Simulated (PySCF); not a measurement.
## Stretching Cu₂⁺

Set-up: basis Cu def2-TZVPPD; no relativity; PySCF 2.14. Energies in eV from Cu⁺ (3d10) + Cu (3d10 4s1) in their ground configurations at the same level. State: doublet, unpaired electrons σ ↑.

| R (Å) | TPSS |
| --- | --- |
| 2.115 | -1.822 |
| 2.213 | -2.001 |
| 2.312 | -2.080 |
| 2.385 | -2.095 |
| 2.459 | -2.082 |
| 2.533 | -2.051 |
| 2.631 | -1.991 |
| 2.754 | -1.898 |
| 2.902 | -1.779 |
| 3.098 | -1.627 |

Problem. Put a parabola through the three lowest points of the TPSS curve and estimate Re, k and ωe (reduced mass 31.46 u; 1 eV/Å² = 0.16022 mdyn/Å; ωe = 1302.8·√(k/μ) cm⁻¹).

Solution. Through R = 2.312, 2.385, 2.459 Å the second-order coefficient is 2.59 eV/Å², so Re ≈ 2.388 Å, k ≈ 0.831 mdyn/Å and ωe ≈ 212 cm⁻¹. A polynomial fit of higher order to the unrounded TPSS energies gives Re = 2.384 Å, k = 0.789 mdyn/Å, ωe = 206 cm⁻¹; anharmonicity and rounding make the difference.

The higher-order fit for each curve: TPSS: Re = 2.384 Å, ωe = 206 cm⁻¹, De = 2.09 eV.

The state is the lowest single determinant that the PBE0 search found; with open d or f shells the true ground state can be another one.
